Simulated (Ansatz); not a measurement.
Geometry optimisation, RKS B3LYP/def2-SVP in Ansatz.

Input:

```yaml
crystal:
  periodic: [false, false, false]
  atoms:
    - { symbol: Ge, position_ang: [0.0, 0.0, 0.0] }
    - { symbol: F, position_ang: [0.0, 0.0, 2.03] }
    - { symbol: F, position_ang: [1.5842, 0.0, -0.5594] }
    - { symbol: H, position_ang: [-0.73, 1.2648, -0.5162] }
    - { symbol: H, position_ang: [-0.73, -1.2648, -0.5162] }
    - { symbol: P, position_ang: [-2.4389, 0.0, 0.8104] }
    - { symbol: H, position_ang: [-3.2053, -0.8853, 0.0071] }
    - { symbol: H, position_ang: [-2.4887, -0.4268, 2.1638] }
    - { symbol: H, position_ang: [-1.1956, 0.0, 1.9332] }
basis:
  gaussian: { orbitals: def2-SVP }
hamiltonian:
  xc: b3lyp
relax:
  f_tol: 0.15
  max_steps: 25
  restrain:
    - { distance: [0, 5], at: 3.47, k: 30.0 }
    - { distance: [8, 1], at: 2.12, k: 30.0 }
    - { distance: [0, 1], at: 1.68, k: 30.0 }
    - { distance: [8, 5], at: 1.42, k: 30.0 }
```

Launched with:

```bash
$ ansatz run input.yaml --threads 2 --pin off --max-ram 3072MiB --backend cpu --events-out ev --progress --plain --runs-dir out
```

Where does it end, and by what steps?

It converged. The restraints hold the end off the free minimum. After 10 steps the energy has fallen by 4.465 eV (the restraints' own energy left out); H8 moved furthest, 1.05 Å. Parted: Ge1–P6 (2.57 → 3.48 Å).

```json
{"step": "0", "energy less start (eV)": "0.0000", "largest force component (eV/Å)": "3.789", "accepted": "yes"}
{"step": "1", "energy less start (eV)": "-0.5157", "largest force component (eV/Å)": "5.299", "accepted": "yes"}
{"step": "2", "energy less start (eV)": "-1.3566", "largest force component (eV/Å)": "6.111", "accepted": "yes"}
{"step": "3", "energy less start (eV)": "-2.4986", "largest force component (eV/Å)": "3.791", "accepted": "yes"}
{"step": "4", "energy less start (eV)": "-3.6156", "largest force component (eV/Å)": "1.570", "accepted": "yes"}
{"step": "5", "energy less start (eV)": "-4.1721", "largest force component (eV/Å)": "1.103", "accepted": "yes"}
{"step": "6", "energy less start (eV)": "-4.3821", "largest force component (eV/Å)": "1.233", "accepted": "yes"}
{"step": "7", "energy less start (eV)": "-4.4440", "largest force component (eV/Å)": "1.129", "accepted": "yes"}
{"step": "8", "energy less start (eV)": "-4.4610", "largest force component (eV/Å)": "1.075", "accepted": "yes"}
{"step": "9", "energy less start (eV)": "-4.4659", "largest force component (eV/Å)": "1.108", "accepted": "no"}
{"step": "10", "energy less start (eV)": "-4.4648", "largest force component (eV/Å)": "1.116", "accepted": "yes"}
```

```xyz
9
Properties=species:S:1:pos:R:3
Ge 0.213 -0.059 -0.119
F 0.468 -0.030 1.574
F 1.807 0.135 -0.791
H -0.602 1.177 -0.514
H -0.279 -1.453 -0.516
P -2.944 0.248 1.314
H -2.730 -0.758 0.319
H -3.505 -0.694 2.234
H -1.633 0.122 1.853
```

The run took 25 s on 2 threads of Arm Neoverse V2, with other jobs on the host, peak memory 0.24 GiB.
